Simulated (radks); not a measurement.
Values are calculated unless marked as measured or tabulated.
Sm V, 58 electrons, occupied as [Xe] 4f3 6p1 (not the ground configuration). Code: a radial shooting solver on a logarithmic mesh with Libxc functionals. Model: scalar-relativistic Kohn-Sham, revPBE, spin-unpolarised, spherical densities, finite nucleus; Fermi nuclear charge, rms radius 5.0819 fm.

X-ray form factor f0, the Fourier transform of the density (f0(0) = 58):

| sin(theta)/lambda (1/angstrom) | f0 (electrons) |
|---|---|
| 0.05 | 57.250 |
| 0.1 | 55.260 |
| 0.15 | 52.565 |
| 0.2 | 49.585 |
| 0.25 | 46.541 |
| 0.3 | 43.557 |
| 0.4 | 38.138 |
| 0.5 | 33.699 |
| 0.6 | 30.082 |
| 0.8 | 24.405 |
| 1 | 20.317 |
| 1.25 | 17.002 |
| 1.5 | 14.760 |
| 2 | 11.064 |
